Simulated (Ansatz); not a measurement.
The cluster W3Se5 (the lowest singlet isomer of a short search) was relaxed with PBE-D4 (def2-SVP) in Ansatz in these states: neutral quintet, neutral singlet, neutral triplet. The geometries follow in no particular order.

In the def2 sets W takes a core potential; there is no spin–orbit coupling.

A:

Cartesian coordinates in Å:
```
W 1.3435 -0.9042 -0.0270
W 0.0848 1.0773 -0.5233
W -1.4431 -0.3601 0.6414
Se -2.2561 0.2616 -1.5253
Se 2.3605 1.0682 0.8779
Se -1.1828 1.7599 1.7281
Se -0.1941 -2.4720 1.2034
Se 1.2873 -0.4307 -2.3752
```

B:

```
atom   x (Å)   y (Å)   z (Å)
  W1  -0.140  -1.398   0.710
  W2   0.269   0.892   0.709
  W3  -0.169   0.383  -1.518
 Se4   1.989   1.400  -1.327
 Se5  -1.649  -0.302   2.209
 Se6  -1.686   2.070  -0.754
 Se7  -0.641  -2.085  -1.659
 Se8   2.026  -0.961   1.630
```

C:

| atom | x (Å) | y (Å) | z (Å) |
| --- | --- | --- | --- |
| W1 | 0.467 | 1.739 | 0.542 |
| W2 | -0.988 | -0.221 | 0.141 |
| W3 | 0.993 | -1.385 | -0.739 |
| Se4 | -0.840 | -1.221 | -2.293 |
| Se5 | -0.645 | 0.864 | 2.498 |
| Se6 | -0.073 | -2.491 | 1.116 |
| Se7 | 2.502 | 0.582 | -0.347 |
| Se8 | -1.415 | 2.135 | -0.917 |

Question: Judge from the bond lengths which geometry belongs to which state (an estimate).

Answer: A is the neutral triplet (W1–W3 2.917 Å, W1–W2 2.399 Å, W2–W3 2.399 Å); B is the neutral singlet (W1–W3 2.852 Å, W1–W2 2.326 Å, W2–W3 2.326 Å); C is the neutral quintet (W1–W3 3.417 Å, W1–W2 2.473 Å, W2–W3 2.460 Å).

The restricted singlet is unstable towards broken spin symmetry in Hartree–Fock (as tested in another run); at PBE-D4/def2-SVP this wasn't settled. At PBE0-D4/def2-SVP a singlet lies 1.23 eV below the neutral triplet. At PBE0-D4/def2-SVP a singlet lies 2.36 eV below the neutral quintet. These are the stationary points nearest to one start from a short search; other shapes may lie lower in each state.
